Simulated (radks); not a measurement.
The numbers below are computed, except where a source is named.
Trend from Cu3+ to Au3+: ionisation energy by Delta-SCF between NIST ground configurations, and size. Code: a radial shooting solver on a logarithmic mesh with Libxc functionals. Model: Dirac Kohn-Sham, PBE, spin-unpolarised, spherical densities, finite nucleus; open shells fill j = l - 1/2 first; Fermi nuclear charge, rms radius of each element as measured or else 0.836 A^(1/3) + 0.57 fm.

species  configuration  IE (eV)  NIST (eV)       kind   -e(HOMO) (eV)  outermost  <r> outermost (bohr)
Cu3+          [Ar] 3d8   59.539      57.38  semi-emp.  48.753 (3d5/2)      3d5/2                 0.858
Ag3+          [Kr] 4d8   51.378         49     theory  43.422 (4d5/2)      4d5/2                  1.25
Au3+     [Xe] 4f14 5d8   46.780         45     theory  39.755 (5d5/2)      5d5/2                  1.46

Reference values: NIST Atomic Spectra Database (exp. = measured, semi-emp. = semi-empirical, theory = theoretical value adopted there). Spin polarisation and multiplet splitting are left out, so open shells lie too high by an amount that depends on their filling.

Beside tabulated values, note that spin-unpolarised runs miss the spin-polarisation part of the exchange energy of open shells.
